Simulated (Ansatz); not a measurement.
B₂H₄SSi. Total charge 0; spin multiplicity 1. The bonds changed during the relaxation, so this is another structure than the one it started from.

```xyz
8

S     0.471   -0.025   -1.595
Si    0.775   -0.842    0.437
B    -0.494    0.800   -0.153
B     0.379    0.824    1.199
H    -0.484   -0.824   -2.141
H     0.583   -2.320    0.375
H    -1.613    1.119   -0.419
H     0.382    1.268    2.297
```

List the harmonic frequencies (cm⁻¹, unscaled) at PBE0-D4/def2-TZVP in Ansatz. (Best estimate.)

Ansatz gave: 242, 324, 394, 429, 592, 624, 649, 677, 729, 753, 777, 863, 892, 1070, 2182, 2557, 2644, 2727.

Is this a minimum?

Yes, all 18 modes are real.

Give the ideal-gas thermochemistry at 298.15 K and 1 bar (rigid rotor, harmonic oscillator; point group C1, symmetry number 1).

Zero-point energy 114.4 kJ/mol; H(298) − E = 130.8 kJ/mol; entropy 302.5 J/(mol·K), of which translation 164.4, rotation 106.2, vibration 31.9; G(298) − E = 40.6 kJ/mol.

And at 400, 500, 600, 800 and 1000 K?


```csv
T (K),H − E (kJ/mol),S (J/mol/K),G − E (kJ/mol)
400,141.1,331.9,8.3
500,152.6,357.7,-26.2
600,165.3,380.7,-63.1
800,192.8,420.3,-143.4
1000,222.6,453.4,-230.8
```

Rotational constants (cm⁻¹)?

0.2814, 0.1508, 0.1073.
